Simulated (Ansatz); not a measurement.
BHN (SMILES [B]=N) moved off its minimum; all values from Ansatz (a quantum-chemistry and plane-wave program), cores frozen in correlated methods. Open shells are unrestricted.
(charge 0, multiplicity 2)
```xyz
3

B     -0.01149     0.05044    -0.75448
N      0.07102     0.04808     0.27388
H     -0.17123     0.03159     1.39016
```

Forces at PBE/def2-TZVPP (eV/Å):

```json
[
 {"atom": "B1", "Fx": "-2.170", "Fy": "0.096", "Fz": "-33.096"},
 {"atom": "N2", "Fx": "0.776", "Fy": "-0.179", "Fz": "37.459"},
 {"atom": "H3", "Fx": "1.394", "Fy": "0.083", "Fz": "-4.363"}
]
```

**Question.** Give the forces (eV/Å), the total energy and the dipole at CCSD(T)/aug-cc-pVTZ.

**Answer.** 
| atom | Fx | Fy | Fz |
|---|---|---|---|
| B1 | -2.184 | 0.100 | -33.789 |
| N2 | 0.685 | -0.189 | 38.455 |
| H3 | 1.498 | 0.089 | -4.666 |
Energy -79.8508 hartree, dipole 1.15 D.
